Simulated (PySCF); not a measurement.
**Ti+: ionisation energy**

Ti+ [Ar] 3d2 4s1 (4F) → Ti(2+) [Ar] 3d2 (3F), as a difference of total energies. Calculation: PySCF 2.14, in cc-pVDZ; no relativity, point nucleus. Correlated levels: valence: [Ar] frozen. The calculations carry no spin-orbit coupling.

```
           method  ionisation energy (eV)
              UHF                  12.867
           M06-2X                  13.459
             BP86                  13.926
    MP2 (valence)                  13.009
SCS-MP2 (valence)                  12.914
```

Problem. How much does correlation contribute at MP2 (valence)?

Solution. 13.009 − (12.867) = 0.142 eV, measured against UHF.

These non-relativistic numbers lack the scalar-relativistic shift.

The reference lies between the lowest fine-structure levels, while these numbers refer to the centres of the terms.

Errors of the correlated levels include the incompleteness of this basis and the frozen core.

For comparison: 13.575 eV (measured; NIST Atomic Spectra Database, ionization energies).
